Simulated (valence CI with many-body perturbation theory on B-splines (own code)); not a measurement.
## Zr27+: key properties

Computed by valence CI with perturbative core correlation (CI+MBPT): three valence electrons over a frozen Dirac-Fock core [Ne], a basis of 11 s, 11 p, 9 d, 7 f, 5 g, 2 h, 1 i functions for each j, with the one-electron correlation potential Σ1 (screened to all orders), the two-electron term Σ2, the three-electron term Σ3, Breit, model QED; selected single and double excitations, second order for the rest (own B-spline code, finite nucleus).

The last digits are not significant, and no measured levels were compared; by estimate large intervals hold to a few tenths of a per cent, small ones and those within an open d or f shell to about a per cent.

Names give the largest LS component (configuration and term), which can be under half, so a name can repeat, a term be missing and a line seem to break the LS rules; names also repeat where a configuration has a term twice.

Rates and lifetimes use the calculated energies. Strong lines usually hold to 10 to 20 %, long lifetimes can be off by a factor of two.

Q: What is the ground level?

A: 3s²3p ²P°_1/2, composition 98 % 3s²3p ²P°, g = 0.662.

Q: Among levels below 305.01 eV, which E1 lines absorb most strongly from the ground level?

A: to 3s3p² ²P_3/2 at 10.33 nm, f = 0.223; to 3s3p² ²P_1/2 at 12.40 nm, f = 0.212; to 3s²3d ²D_3/2 at 9.663 nm, f = 0.162.

Q: How is the term ²P° of the ground level split?

A: J = 1/2 at 0.00, J = 3/2 at 20.05 eV.

Q: What are the static dipole polarisabilities of the lowest levels?

A: 3s²3p ²P°_1/2 0.0480; 3s²3p ²P°_3/2 0.0501 (tensor 0.0050) bohr³, of which the core gives 0.000740.

Q: Where does the other parity begin?

A: At 3s3p² ⁴P_1/2, 61.52 eV.
